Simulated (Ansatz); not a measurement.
Program: Ansatz. Geometries: PBE0-D4/def2-TZVP. ΔE: electronic, gas phase. CCSD(T)/CBS is the MP2 limit (def2-TZVPP, def2-QZVPP) plus CCSD(T) − MP2 in def2-TZVPP, frozen cores. This one scheme is used for every species, atoms too. Functionals use def2-TZVPP. B3LYP here is the variant with VWN-RPA as its local correlation; programs differ in this. No spin–orbit coupling; open shells (•) take unrestricted orbitals. Spin–orbit coupling would lower the free atoms: a little for C, Si. def2 core potentials past Kr. Bonds to Sb are less sure, by a few kJ/mol each and by 10 to 20 or more in all where they break to atoms, as the def2 sets lack core-valence functions. Each species was taken in one conformer, which may not be the lowest.

Consider the atomization: `CC[SiH2][SbH2]` → 2 C• + 9 H• + Sb• + Si•.

What is ΔE at CCSD(T)/CBS? (An estimate is asked.)

Computed: +4244.0 kJ/mol.

What do these levels give: PBE-D4, B3LYP-D4, ωB97X-V, ωB97M-V, B2PLYP, r2SCAN, PBE0, B3LYP, MP2/def2-TZVPP, SCS-MP2/def2-TZVPP, CCSD/def2-TZVPP, HF/def2-QZVPP? (Best estimate.)

Computed: PBE-D4 4262.2, B3LYP-D4 4251.8, ωB97X-V 4267.3, ωB97M-V 4237.8, B2PLYP 4181.0, r2SCAN 4224.5, PBE0 4201.7, B3LYP 4203.3, MP2/def2-TZVPP 4109.6, SCS-MP2/def2-TZVPP 4139.4, CCSD/def2-TZVPP 4091.0, HF/def2-QZVPP 3142.9 kJ/mol.

Largest T1 diagnostic among the species: 0.012.

In def2-TZVPP, CCSD(T) changes the Hartree–Fock value by +1001.4 kJ/mol (the triples alone add +47.8 kJ/mol) and MP2 by +972.3 kJ/mol; breaking electron pairs costs correlation energy, which Hartree–Fock lacks. From PBE to PBE0 (25 % exact exchange), in def2-TZVPP and without D4, ΔE moves by −30.4 kJ/mol: exact exchange takes away binding that semilocal exchange gives to molecules. The D4 term adds +48.5 kJ/mol with B3LYP and +25.8 kJ/mol with PBE0; it sums over pairs of atoms, weighted by their polarisabilities, and B3LYP, whose exchange is more repulsive, gets the larger term.

For atomizations the MP2-based limit and the directly extrapolated one differ by several kJ/mol either way, and by 10 to 25 for some Ge, Se and Sn compounds, so smaller differences from it don't rank the levels.
